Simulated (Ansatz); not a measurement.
`C[NH][GeH]([F])[F]` + HCl → `C[NH][GeH]([F])[Cl]` + H–F at 700 K and 1 bar (ligand exchange at a Ge–F bond).

Isolated molecules relaxed with PBE0-D4/def2-TZVP in Ansatz; ΔE leaves out vibrations. CCSD(T)/CBS is the MP2 limit (def2-TZVPP, def2-QZVPP) plus CCSD(T) − MP2 in def2-TZVPP, frozen cores. This one scheme is used for every species. For Ge outer-core shells are correlated without core-valence functions, which leaves a few kJ/mol of doubt a bond. Scalar relativity is left out up to krypton. Each species was taken in one conformer, which may not be the lowest.

| species | CCSD(T)/CBS energy (Eh) | H − E (kJ/mol) | S (J/(mol·K)) |
| --- | --- | --- | --- |
| `C[NH][GeH]([F])[F]` | -2371.54669 | 253.3 | 469.7 |
| HCl | -460.38127 | 38.4 | 211.8 |
| `C[NH][GeH]([F])[Cl]` | -2731.53480 | 252.2 | 483.6 |
| H–F | -100.39570 | 45.2 | 198.5 |

H − E and S are ideal-gas, rigid-rotor, harmonic terms from PBE0-D4/def2-TZVP, for one conformer and one mirror image of each species. 1 Eh = 2625.50 kJ/mol, R = 8.31446 J/(mol·K).

Task: By hand: ΔE, ΔH, ΔS and ΔG.

Result: ΔE = (-2731.53480) + (-100.39570) − (-2371.54669) − (-460.38127) = -0.00254 Eh = -6.7 kJ/mol. Δ(H − E) = 252.2 + 45.2 − 253.3 − 38.4 = 5.7, so ΔH = -1.0 kJ/mol. ΔS = 483.6 + 198.5 − 469.7 − 211.8 = 0.6 J/(mol·K). ΔG = -1.0 − 700 × (0.6)/1000 = -1.4 kJ/mol.

Task: By hand: the equilibrium constant, and the temperature at which ΔG would vanish if ΔH and ΔS stayed fixed.

Result: log₁₀ K = −ΔG/(RT ln 10) = 0.1. ΔH and −TΔS have one sign here, so there is no such temperature.

TΔS isn't small against ΔH here. The sign of ΔG lies within the doubt. A doubt of 5 kJ/mol in ΔE shifts log₁₀ K by 0.4 here. Other conformers and mirror images would add mixing entropy, several J/(mol·K) or more a flexible species. Modes under 60 cm⁻¹, often nearly free rotors, make the harmonic entropy too high. These are equilibria of isolated gas molecules and say nothing of rates. Largest T1 diagnostic: 0.012 (customary marks: 0.02 for closed shells, 0.045 for open ones).

ΔS is within the doubt of such terms, so its sign, and with it that verdict, could turn.
